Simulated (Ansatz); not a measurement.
`OB1[SiH2]C1[SiH3]`. The species carries charge 0 and has multiplicity 1.

Cartesian coordinates in Å:
```
O -2.063 -1.046 -1.008
B -1.230 -0.301 -0.268
Si -0.696 0.798 1.249
C 0.028 0.542 -0.509
Si 1.629 -0.402 -0.414
H -2.806 -1.393 -0.508
H -1.365 2.098 1.507
H 0.214 0.418 2.358
H 0.073 1.307 -1.285
H 1.955 -1.062 -1.707
H 1.511 -1.460 0.628
H 2.751 0.500 -0.044
```

(1) List the harmonic frequencies (cm⁻¹, unscaled) at PBE0-D4/def2-TZVP in Ansatz. (Best estimate.)

(2) Is this a minimum?

(3) Give the ideal-gas thermochemistry at 298.15 K and 1 bar (rigid rotor, harmonic oscillator; point group C1, symmetry number 1).

Results:

(1) Computed: 79, 134, 161, 280, 306, 472, 521, 536, 559, 588, 618, 669, 705, 777, 865, 892, 919, 945, 946, 955, 996, 1105, 1503, 2212, 2214, 2219, 2224, 2241, 3122, 3873.

(2) Yes, all 30 modes are real.

(3) Zero-point energy 201.2 kJ/mol; H(298) − E = 223.6 kJ/mol; entropy 354.4 J/(mol·K), of which translation 166.5, rotation 115.1, vibration 72.8; G(298) − E = 118.0 kJ/mol. Modes under 100 cm⁻¹ are hindered rotations or soft bends, so the harmonic entropy is rough.
